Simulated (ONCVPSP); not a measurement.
## P (Z = 15): one change to an ONCV potential, before and after

P, optimised norm-conserving Vanderbilt (ONCV), made with ONCVPSP 4.0.1 (BLYP, scalar-relativistic). Core [Ne], reference 3s2 3p1 (charge +2). Waves: 3s: rc 1.35 bohr, ncon 4, nbas 7, qcut 6.3 1/bohr, 3 projectors, debl 3.2 Ha; 3p: rc 1.85 bohr, ncon 4, nbas 8, qcut 3.8 1/bohr, 2 projectors, debl 2.4 Ha. Local part: polynomial inside 1.00 bohr (lpopt 3, dvloc0 0 Ha). Core correction: Teter function, fcfact 5.25, rcfact 1.25.

Change: p: rc 1.35, qcut 5.2, nproj 0; local potential the p channel.

Cutoffs: the cutoffs (Ha) at which the residual kinetic energy of the hardest occupied pseudo-wave falls to 1 and 0.1 mHa per electron; they do not see the model core or the augmentation charge, which bear on the density cutoff. Errors are all-electron minus pseudo energies relative to the spin-unpolarised reference configuration.

Q: Predict the effect on cutoff, ghosts and configuration errors.

A: The potential gets harder (11 Ha and 37 Ha → 11 Ha and 94 Ha); both files keep a bound ghost (s); of the 4 tests that both files solve, the error grows in 4 and shrinks in 0 by more than 15 % and 0.3 meV (median size 15.6 → 20.9 meV).

| quantity | base | changed |
| --- | --- | --- |
| cutoff, loose | 11 Ha | 11 Ha |
| cutoff, tight | 37 Ha | 94 Ha |
| loose cutoff by channel | s 11 Ha, p 5.0 Ha | s 11 Ha, p 5.8 Ha |
| bound ghosts | s | s |
| GHOST(+) flags under 300 eV | none | none |
| error for 3s2 3p3, meV [ΔE -28.59 eV] | +18 | +28 |
| error for 3s2 3p2, meV [ΔE -19.01 eV] | +8.2 | +12 |
| error for 3s2 3p0, meV [ΔE 29.67 eV] | +17 | +21 |
| error for 3s0 3p5, meV [ΔE -11.33 eV] | +14 | +21 |
| s: phases at 1.37 bohr within 0.05 rad from the reference energy up to (Ha; the scan ends near 5) | to the end of the scan | to the end of the scan |
| rms error of d²Exc/dni dnj with the model core, mHa | 3.27 | 3.33 |

 A true bound ghost makes a file unfit for plane-wave use even where its test errors are small: the radial tests pick states by their node count and pass the ghost by.
